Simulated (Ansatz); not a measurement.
Ru6⁺. Charge 1, multiplicity 2. Geometry PBE-D4/def2-SVP; atoms count from 1.

| atom | x (Å) | y (Å) | z (Å) |
| --- | --- | --- | --- |
| Ru1 | -0.745 | -2.174 | -0.455 |
| Ru2 | 1.149 | 1.535 | 0.124 |
| Ru3 | 1.373 | -1.267 | -0.243 |
| Ru4 | -0.683 | 0.059 | -1.046 |
| Ru5 | -1.068 | 2.048 | 0.265 |
| Ru6 | -0.025 | -0.201 | 1.356 |

In the def2 sets Ru takes a core potential; there is no spin–orbit coupling. The charge 1 doublet is spin-contaminated (final ⟨S²⟩ up to 5.73, 0.75 for a pure state). Another isomer (doublet) lies 0.44 eV lower at PBE0-D4/def2-SVP; other spin states weren't run for this one.

Question: Estimate the Mulliken populations from the PBE0/def2-TZVP orbitals of Ansatz.

Answer: 
| atom | charge (e) | spin (α − β) | d electrons |
| --- | --- | --- | --- |
| Ru1 | 0.20 | -2.36 | 6.86 |
| Ru2 | 0.24 | 2.45 | 6.81 |
| Ru3 | 0.18 | -2.18 | 6.87 |
| Ru4 | 0.12 | 0.96 | 6.96 |
| Ru5 | 0.16 | 2.38 | 6.91 |
| Ru6 | 0.10 | -0.25 | 6.99 |
Mulliken values depend strongly on the basis.

Question: Where does the spin sit?

Answer: Summed by element: Ru 1.00, of 1 unpaired in all. Largest on single atoms: Ru2 2.45, Ru5 2.38, Ru1 -2.36.

Question: And the Mayer bond orders between heavy atoms (over 0.3)?

Answer: Ru1–Ru3 1.61 (2.31 Å); Ru1–Ru4 1.28 (2.31 Å); Ru1–Ru6 0.56 (2.77 Å); Ru2–Ru3 0.40 (2.83 Å); Ru2–Ru4 0.55 (2.63 Å); Ru2–Ru5 1.78 (2.28 Å); Ru2–Ru6 1.04 (2.43 Å); Ru3–Ru4 0.66 (2.57 Å); Ru3–Ru6 1.28 (2.38 Å); Ru4–Ru5 1.11 (2.41 Å); Ru4–Ru6 0.77 (2.50 Å); Ru5–Ru6 0.65 (2.71 Å).
